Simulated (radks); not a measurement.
Values are calculated unless marked as measured or tabulated.
Fractional charge and spin in the 5p shell of praseodymium: the spin-up occupation runs from 2 to 3 and the spin-down occupation from 2 to 3; the fullest corner is Pr2+, [Kr] 4d10 4f(up 1.5, down 1.5) 5s2 5p(up 3, down 3). Level of theory: scalar-relativistic Kohn-Sham, PBEsol, spin-polarised, spherical densities, point nucleus (a radial shooting solver on a logarithmic mesh with Libxc functionals). Energy (eV) above the fullest corner. The planes named below are the two flat planes that join the four corners, with an edge along up + down = one added electron.

down \ up,2,2.5,3
2,91.968,64.343,39.726
2.5,64.343,39.936,18.450
3,39.726,18.450,0.000

Corners above the fullest one (they belong to Pr3+ and the next ion): (up 3, down 2) 39.726 eV, (up 2, down 3) 39.726 eV, (up 2, down 2) 91.968 eV. With half an added electron in each spin the energy lies 0.210 eV from the planes, and with half an added electron in spin up alone -1.504 eV. The planes are only a guide here: the flat-plane condition holds for ground states with one frontier orbital, while this shell lies below other occupied shells, so the corners above the fullest one are inner-hole states and not the ground states of those ions.
